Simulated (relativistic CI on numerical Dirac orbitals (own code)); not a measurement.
## Forbidden lines of Ce42+

These numbers are calculated, not measured: Dirac-Coulomb-Breit CI, separate exchange-only KLI orbitals for each configuration, a model potential for QED, unscaled Slater integrals (own radial code, finite nucleus).

CI space (outside the closed core [Ne]): 3s²3p⁴, 3s3p⁵, 3s²3p³3d, 3p⁶, 3s3p⁴3d, 3p⁵3d, 3s3p³3d², 3s²3p²3d4p, 3p⁵4s, 3s3p³3d4s, 3p⁵4p, 3s²3p³4s, 3s²3p³4p, 3p⁴3d4p, 3s²3p³4d, 3s3p⁴4s, 3s²3p³4f, 3s3p⁴4p, 3s3p⁴4d, 3s3p⁴4f, 3s²3p³5s, 3s²3p³5p, 3s²3p²4s4p, 3s²3p³5d, 3s²3p³5f, 3s²3p³5g, 3s3p³4s², 3s3p⁴5s, 3s²3p²3d², 3s²3p3d³, 3s3p²3d³, 3s²3p3d²4s, 3s²3p3d²4p, 3s²3p3d²4d, 3p⁴3d², 3p³3d³, 3p³3d²4s, 3p³3d²4p, 3p³3d²4d, 3s²3p²3d4s, 3s3p²3d²4s, 3s²3p3d4s², 3s²3p3d4s4p, 3s²3p3d4s4d, 3p⁴3d4s, 3p³3d4s², 3p³3d4s4p, 3p³3d4s4d, 3s²3p²4s², 3s3p²3d4s², 3s²3p4s²4p, 3s²3p4s²4d, 3s²3p²4p², 3s²3p3d4p², 3s3p²3d4p², 3s²3p4s4p², 3s²3p4p³, 3s²3p4p²4d, 3s3p³4s4p, 3s3p²3d4s4p, 3s3p²4s²4p, 3s3p²4s4p², 3s3p²4s4p4d. Double excitations out of closed p, d and f shells are left out; levels of such configurations are missing from the list, as are those of other unlisted configurations, and high levels can miss mixing partners. These lack a partner that the ground configuration has and come out too high: 3s²3p³4f, 3s3p⁴4p, 3s3p⁴4d, 3s3p⁴4f, 3s²3p³5s.

| λ vac (nm) | Lower | Upper | Type | A (s⁻¹) | log gf |
| --- | --- | --- | --- | --- | --- |
| 6.2172 | 3s²3p⁴ ³P2 [1] | 3s²3p³3d ³F°4 [10] | M2 | 3.81e+03 | -7.70 |
| 10.142 | 3s²3p³3d ³D°3 [22] | 3s²3p³3d ³F°4 [58] | M1 | 2.37e+06 | -4.48 |
| 10.251 | 3s²3p³3d ³F°3 [8] | 3s²3p³3d ⁵D°4 [23] | M1 | 3.15e+05 | -5.35 |
| 10.291 | 3s²3p³3d ⁵D°4 [23] | 3s²3p³3d ³F°4 [58] | M1 | 1.03e+07 | -3.83 |
| 10.315 | 3s²3p⁴ ³P1 [3] | 3s²3p⁴ ³P0 [13] | M1 | 2.94e+07 | -4.33 |
| 10.820 | 3s²3p⁴ ³P2 [1] | 3s²3p⁴ ¹D2 [4] | M1 | 6.48e+06 | -4.25 |
| 11.119 | 3s²3p³3d ³F°4 [26] | 3s²3p³3d ³F°4 [58] | M1 | 1.15e+06 | -4.72 |
| 11.235 | 3s²3p³3d ³F°4 [10] | 3s²3p³3d ³G°5 [29] | E2 | 4.48e+04 | -6.03 |
| 11.235 | 3s²3p³3d ³F°4 [10] | 3s²3p³3d ³G°5 [29] | M1 | 1.89e+06 | -4.40 |
| 11.406 | 3s²3p³3d ³G°5 [29] | 3s²3p³3d ³F°4 [58] | M1 | 2.67e+06 | -4.33 |
| 11.488 | 3s²3p³3d ³F°3 [8] | 3s²3p³3d ³G°4 [20] | E2 | 4.46e+04 | -6.10 |
| 11.488 | 3s²3p³3d ³F°3 [8] | 3s²3p³3d ³G°4 [20] | M1 | 1.61e+06 | -4.54 |
| 11.527 | 3s²3p³3d ³F°4 [10] | 3s²3p³3d ³F°4 [26] | M1 | 9.08e+05 | -4.79 |
| 11.586 | 3s²3p⁴ ³P2 [1] | 3s²3p⁴ ³P1 [3] | M1 | 1.01e+07 | -4.21 |
| 12.576 | 3s²3p³3d ³F°4 [10] | 3s²3p³3d ⁵D°4 [23] | M1 | 7.17e+06 | -3.82 |
| 13.383 | 3s²3p⁴ ¹S0 [2] | 3s²3p⁴ ³P1 [3] | M1 | 2.91e+06 | -4.63 |
| 13.751 | 3s²3p³3d ³F°3 [33] | 3s²3p³3d ³F°4 [58] | M1 | 1.11e+06 | -4.55 |
| 13.913 | 3s²3p³3d ³D°3 [11] | 3s²3p³3d ³F°4 [26] | M1 | 8.48e+05 | -4.65 |
| 14.490 | 3s²3p³3d ³F°4 [10] | 3s²3p³3d ³G°4 [20] | M1 | 7.32e+04 | -5.68 |
| 15.145 | 3s²3p³3d ¹F°3 [36] | 3s²3p³3d ³F°4 [58] | M1 | 1.84e+06 | -4.24 |
| 15.470 | 3s²3p³3d ³D°3 [11] | 3s²3p³3d ⁵D°4 [23] | M1 | 2.34e+06 | -4.12 |
| 18.470 | 3s²3p³3d ³D°3 [11] | 3s²3p³3d ³G°4 [20] | M1 | 8.99e+04 | -5.38 |
| 42.027 | 3s²3p³3d ³F°3 [19] | 3s²3p³3d ³F°4 [26] | M1 | 7.35e+04 | -4.76 |
| 50.010 | 3s²3p³3d ³G°4 [20] | 3s²3p³3d ³G°5 [29] | M1 | 8.87e+04 | -4.44 |
| 55.449 | 3s²3p³3d ³F°3 [8] | 3s²3p³3d ³F°4 [10] | M1 | 7.47e+04 | -4.51 |
| 86.279 | 3s²3p⁴ ³P2 [1] | 3s²3p⁴ ¹S0 [2] | E2 | 8.67e+00 | -9.01 |

Terms are leading LS components. Brackets give the number of a level in order of energy, since labels repeat. The list gives strong lines, with weight on those to low levels, among the lowest 400 of 10362 levels, so that lines to higher ones, which can be the strongest, are missing. Levels whose partners in the same complex of configurations lie outside the list can be far off, and so can their lines. Rates are taken at the computed energies, electric ones in the length gauge.

At this charge energies of transitions that change n are usually good to better than 1 %, and those within a shell (Δn = 0) to a few per cent.

LS names give the leading component of a level, which can be under half, so a name can repeat, a term be missing and a line seem to break the LS rules.
